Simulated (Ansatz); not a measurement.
Species: NiO (charge 0, triplet). The spin state was set by rule; other spins were not relaxed. SMILES: [O]=[Ni]
Geometry: optimised at B3LYP-D3(BJ)/def2-TZVP (Ansatz, a first-principles code).

Wanted: vertical electron affinity (to the quartet state of charge -1; a negative value means that the extra electron is unbound and the number depends on the basis; each state is the SCF solution reached for its spin; the UHF <S^2> is 2.25 for the triplet (pure: 2.00); for the quartet the Hartree-Fock reference is unstable and T1 is 0.081; for the triplet the Hartree-Fock reference is unstable and T1 is 0.092), in eV. Correlated levels leave the core frozen unless marked. UHF or UKS for open shells. No spin-orbit coupling. Frozen are the shells of the preceding noble gas and the d and f shells that filled before the atom's block. Non-relativistic. Anions need diffuse functions: def2-D sets add few.  The program attaches cautions to a run behind CCSD/def2-SVPD: large difference. The program attaches cautions to a run behind CCSD/def2-TZVPPD: large difference. The program attaches cautions to a run behind CCSD(T)/def2-SVPD: large difference. The program attaches cautions to a run behind CCSD(T)/def2-TZVPPD: large difference.

```
level                 program  vertical electron affinity (eV)
--------------------  -------  -------------------------------
SVWN5/def2-TZVPD       Ansatz                             1.27
PBE/def2-TZVPD         Ansatz                             1.15
r2SCAN/def2-TZVPD      Ansatz                             1.34
B3LYP/def2-TZVPD       Ansatz                             1.32
PBE0/def2-TZVPD        Ansatz                             1.32
BHLYP/def2-TZVPD       Ansatz                             1.37
CAM-B3LYP/def2-TZVPD   Ansatz                             1.39
wB97M-V/def2-TZVPD     Ansatz                             1.23
wB97X-V/def2-TZVPD     Ansatz                             1.20
wB97X/def2-TZVPD       Ansatz                             1.19
CCSD/def2-SVPD         Ansatz                             1.37
CCSD/def2-TZVPPD       Ansatz                             1.34
CCSD(T)/def2-SVPD      Ansatz                             1.21
CCSD(T)/def2-TZVPPD    Ansatz                             1.37
```
